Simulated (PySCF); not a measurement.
ClGaH₂O. Atoms are numbered in the order given.

```xyz
5

Ga    -0.3710    -0.3929     0.0000
H     -1.8741    -0.7689     0.0000
Cl     0.2841     1.6333     0.0000
O      0.9799    -1.5442     0.0000
H      0.7068    -2.4644     0.0000
```
Charge 0, spin multiplicity 1.

Coordinates come from a PBE0-D3(BJ)/def2-TZVP optimisation. Other conformers were not sampled.

The numbers are results of PySCF with PBE0/def2-TZVPD, not measurements.

The molecule is in vacuum.

```yaml
total_energy: -2461.12579 hartree
point_group: Cs
highest_occupied_level: -8.90 eV
lowest_empty_level: -1.22 eV
orbital_gap: 7.68 eV
dipole_moment: 2.94 D
quadrupole, principal values (traceless, Buckingham form, about the centre of nuclear charge): -5.57, 2.57, 3.00 D·Å
mean_static_polarisability: 46.5 bohr³ (6.89 Å³)
polarisability_principal_values: 36.8, 46.7, 55.9 bohr³
```
